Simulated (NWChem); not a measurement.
# Atomisation of CH₆AlF₂N

SMILES: N.[CH3][Al]([F])[F]
```xyz
11

Al    -0.0293     0.1134     0.2257
F      1.4974    -0.1847     0.8815
F     -1.2409    -0.8724     0.8662
C     -0.4858     1.9373    -0.2994
H     -0.6838     2.5637     0.5877
H     -1.3957     1.9813    -0.9240
H      0.3277     2.4321    -0.8589
N      0.2566    -0.9887    -1.4833
H     -0.4007    -1.7734    -1.4637
H      1.2046    -1.3741    -1.4544
H      0.1386    -0.4934    -2.3698
```
Charge 0, spin multiplicity 1.

Program: NWChem. The geometry was optimised at B3LYP/def2-SVP, a minimum by its harmonic frequencies.

Basis set: def2-TZVP. The atomisation energy is electronic alone: no zero-point, thermal, spin-orbit or counterpoise terms. No value is extrapolated to the basis-set limit. Free atoms are single determinants with multiplicities Al 2, F 2, C 3, H 2, N 4. Correlated methods freeze the same cores in atoms and molecule, 9 orbitals in all.

| method | atomisation energy (kcal/mol) | relative cost |
|---|---|---|
| B3LYP | 983.3 | 1 |
| M06-2X | 992.4 | under 3 |
| PBE0 | 978.9 | under 3 |
| LDA (SVWN5) | 1117.4 | under 3 |
| PBE | 996.6 | under 3 |
| r2SCAN | 989.7 | under 3 |
| MP2 | 977.0 | under 3 |
| BP86 | 1008.1 | under 3 |
| HF | 733.8 | under 3 |

The values span 383.6 kcal/mol, from HF (lowest) to LDA (SVWN5) (highest). Relative cost: rough, from shared machines, SCF included, B3LYP = 1. Costs are the molecule's.

B3LYP has NWChem's definition, with VWN1-RPA local correlation. The structure started from a generated list of species. The stability of the SCF solutions was not checked. Open-shell Hartree-Fock references start from PBE0 orbitals; any time given for them includes that run.
